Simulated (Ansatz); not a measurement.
The first iterations of a band of Cl3FTi + H3P (9 atoms, charge 0, multiplicity 1).

These are results of RKS PBE/def2-SVP in Ansatz 0.2.0, not measurements.

```
movable images  : 7
climbing image  : yes
spring          : 5.0 eV/Å²
optimiser       : quadratic models (default)
start path      : through a guess of the saddle point
force threshold : 0.05 eV/Å
iteration limit : 60
end points      : relaxed
```

First end point:

```xyz
9
Properties=species:S:1:pos:R:3
Ti 0.533 -0.068 -0.268
F 0.601 -0.140 1.467
Cl 2.550 0.197 -1.049
Cl -0.721 1.613 -0.864
Cl -0.320 -1.923 -1.035
P -3.395 0.267 1.552
H -3.054 -0.732 0.572
H -3.917 -0.726 2.458
H -2.084 0.201 2.146
```

Last end point:

```xyz
9
Properties=species:S:1:pos:R:3
Ti -0.649 -0.082 -0.103
F -0.161 -0.794 2.057
Cl 1.256 1.018 0.517
Cl -1.261 1.049 -1.855
Cl -0.534 -2.168 -0.736
P -2.669 0.476 1.162
H -3.612 0.194 0.114
H -2.779 -0.809 1.801
H 0.601 -0.197 2.022
```

| iteration | highest image above the first end (eV) | largest band force component (eV/Å) |
| --- | --- | --- |
| 1 | 54.269 | 331.173 |
| 2 | 14.827 | 85.937 |
| 3 | 9.237 | 57.946 |
| 4 | 4.269 | 22.956 |
| 5 | 2.647 | 10.418 |
| 6 | 2.071 | 4.112 |
| 7 | 1.956 | 2.990 |
| 8 | 2.240 | 3.141 |
| 9 | 1.892 | 1.197 |
| 10 | 1.759 | 1.172 |
| 11 | 1.719 | 0.274 |
| 12 | 1.701 | 0.491 |
| 13 | 1.687 | 0.300 |
| 14 | 1.657 | 0.213 |
| 15 | 1.654 | 0.304 |
| 16 | 1.652 | 0.252 |
| 17 | 1.650 | 0.129 |

Question: Does the band converge within its limit, and where does its top end?

Answer: The forces met the threshold. It ended after 52 iterations with the highest image 1.724 eV above the first end. The profile has 2 maxima (images 4, 7) with wells between them (image 6): this band takes more than one step, which may be the mechanism or a detour left from its start path. Neighbouring images differ by up to 1.6 eV, so the band resolves the path poorly. A vibrational analysis at the climbing image gives one clearly imaginary mode, 539i cm⁻¹: a first-order saddle point. The orbitals stay closed-shell, which can raise the energy where a bond breaks towards radicals; this wasn't checked here.

Run time: 15 min on 4 threads of Arm Neoverse V1, on a shared host, peak memory 0.25 GiB.
